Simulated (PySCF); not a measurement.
A PySCF script (with the pyscf-properties extension) for the NMR shieldings of `C/C=C\[P@@](=O)(CC)C[SiH3]`, C₆H₁₅OPSi, on a GFN2-xTB geometry:

```python
import basis_set_exchange as bse
import numpy as np
from pyscf import gto, dft
from pyscf.prop import nmr

atoms = """
C     2.505281    0.637802    1.625973
C     2.377106   -0.505911    0.685797
C     1.290236   -0.812794   -0.010243
P    -0.288842    0.086176    0.050916
O    -0.711772    0.603097    1.361322
C    -0.074645    1.431076   -1.203206
C    -1.312536    2.312770   -1.226842
C    -1.468308   -1.102604   -0.669821
Si   -1.720834   -2.526950    0.564209
H     2.819829    0.278682    2.605725
H     3.271278    1.327556    1.269108
H     1.561337    1.163850    1.723632
H     3.266488   -1.120728    0.579491
H     1.302374   -1.658110   -0.686396
H     0.139151    1.006597   -2.184995
H     0.796232    2.010412   -0.882426
H    -1.560793    2.613423   -0.210085
H    -2.163658    1.775478   -1.641544
H    -1.145967    3.206463   -1.825880
H    -2.408359   -0.569246   -0.815140
H    -1.110675   -1.443068   -1.639804
H    -2.319050   -2.030080    1.796447
H    -0.437205   -3.181104    0.835588
H    -2.618403   -3.483024   -0.094270
"""
names = dict.fromkeys(["C", "P", "O", "Si", "H"], "pcSseg-1")
basis = {el: gto.basis.parse(bse.get_basis(n, elements=[el], fmt="nwchem")) for el, n in names.items()}
mol = gto.M(atom=atoms, basis=basis, charge=0, verbose=0)
mf = dft.RKS(mol, xc="PBE0")
mf.grids.level = 2
mf.grids.alignment = dft.numint.BLKSIZE   # the property module wants whole blocks of grid points
mf.conv_tol = 1e-9
mf.kernel()

calc = nmr.RKS(mf)   # GIAO
C = mf.mo_coeff
Co = C[:, mf.mo_occ > 0]
resp = mf.gen_response(singlet=True, hermi=2)
def vind(x):   # induced exchange potential for any number of trial vectors
    d = np.einsum("pi,xij,qj->xpq", C, 2 * x.reshape(-1, C.shape[1], Co.shape[1]), Co, optimize=True)
    return np.einsum("xpq,pi,qj->xij", resp(d - d.transpose(0, 2, 1)), C, Co, optimize=True).ravel()
mo1, _ = nmr.rhf.solve_mo1(calc, with_cphf=vind)
sigma = calc.kernel(mo1)
for i, s in enumerate(sigma):   # ppm
    print("%2d %-2s %9.2f" % (i, mol.atom_pure_symbol(i), np.trace(s) / 3))
```

Task: What are the results?

Result: 
```
 0 C     166.97
 1 C      29.19
 2 C      53.69
 3 P     309.98
 4 O     239.67
 5 C     153.87
 6 C     180.03
 7 C     175.28
 8 Si    428.31
 9 H      29.85
10 H      30.12
11 H      28.08
12 H      24.79
13 H      26.16
14 H      30.37
15 H      29.87
16 H      29.86
17 H      30.77
18 H      30.45
19 H      30.32
20 H      31.36
21 H      27.47
22 H      27.67
23 H      27.74
```

These numbers come from an equivalent density-fitted implementation of the same equations, which agrees with the script to about 0.01 ppm for H and up to a few tenths of a ppm for heavy atoms, so last digits may differ.

Task: Turn these shieldings into chemical shifts. Scale: ¹³C (σref 186.93) and ²⁹Si (σref 349.16) and ¹H (σref 31.72) vs TMS; ³¹P (σref 318.38) vs H3PO4; H2O for ¹⁷O (σref 336.08) (reference shieldings calculated alike).

Result: Averaging equivalent atoms: C 1: 157.7; C 2: 133.2; C 5: 33.1; C 0: 20.0; C 7: 11.6; C 6: 6.9; P 3: 8.4; O 4: 96.4; Si 8: -79.2; H 12: 6.93; H 13: 5.56; H 21/22/23: 4.09; H 9/10/11: 2.37; H 15: 1.85; H 19: 1.40; H 16/17/18: 1.36; H 14: 1.34; H 20: 0.35 ppm. Experimental scales use liquid or dissolved standards, which lie at an offset from isolated H2O (liquid H2O: subtract about 36 ppm) and H3PO4.

Size and cost of the density-fitted run: 242 basis functions, roughly 3 core-minutes.
